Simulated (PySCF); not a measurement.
Correlation energy of Mn⁷⁺ (manganese, charge +7)

[Ar], closed-shell 1S. All numbers are calculated (PySCF 2.14, the spin-free X2C one-electron Hamiltonian (Gaussian nucleus), in an even-tempered Gaussian basis (20 s from 0.32 bohr⁻², ratio 2.5; 13 p from 0.42 bohr⁻², ratio 2.5; 5 d from 3.8 bohr⁻², ratio 2.7; 5 f from 5.7 bohr⁻², ratio 2.7)). Frozen: 1s2; 16 electrons correlated; the 23 highest virtual orbitals of each spin left out.

| level | correlation energy (mhartree) |
| --- | --- |
| CCSD | -581.18 |
| (T) | -3.98 |
| CCSD(T) | -585.16 |

Diagnostics: T1 = 0.0021, D1 = 0.0047, largest double amplitude 0.031.

Cost of the coupled-cluster step: of the order of 10 core-seconds, for 16 correlated electrons.
